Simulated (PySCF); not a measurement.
## Electron correlation in Mg (magnesium, neutral)

[Ne] 3s2, closed-shell 1S. Computed with PySCF 2.14 in x2c-TZVPall, with the spin-free X2C one-electron Hamiltonian (Gaussian nucleus). Frozen: [Ne]; 2 electrons correlated.

Total MP2 correlation energy: -21.69 mhartree.

Same-spin part 0.00 and opposite-spin part -21.69 mhartree; SCS-MP2 scales them by 1/3 and 6/5 to -26.03 mhartree.

With two correlated electrons CCSD is exact within the correlated space (frozen core and kept virtual orbitals).

```csv
level,correlation energy (mhartree)
CCSD,-32.66
```

Diagnostics: T1 = 0.013, D1 = 0.0183, largest double amplitude 0.131.

**Question.** Is a single reference adequate?

**Answer.** Mostly. T1 lies below 0.03, but a double amplitude of this size points to a near-degeneracy that CCSD handles and MP2 describes poorly.
